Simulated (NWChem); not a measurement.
System: trisilane (Si₃H₈); SMILES [SiH3][SiH2][SiH3]

Results from NWChem. Pople sets run with spherical d functions. Each level has its own optimisation; frequencies are unscaled. Brackets give each atom's bonded neighbours.

For level Hartree-Fock/6-31G*:

```
Item                               Value
---------------------------------  -----
highest harmonic frequency (cm⁻¹)   2370
zero-point energy (kcal/mol)        44.8
```

Estimate the same quantities for level PBE-D3(BJ)/def2-SVP.

The highest harmonic frequency (cm⁻¹) is 2171 and the zero-point energy (kcal/mol) comes out as 40.2.
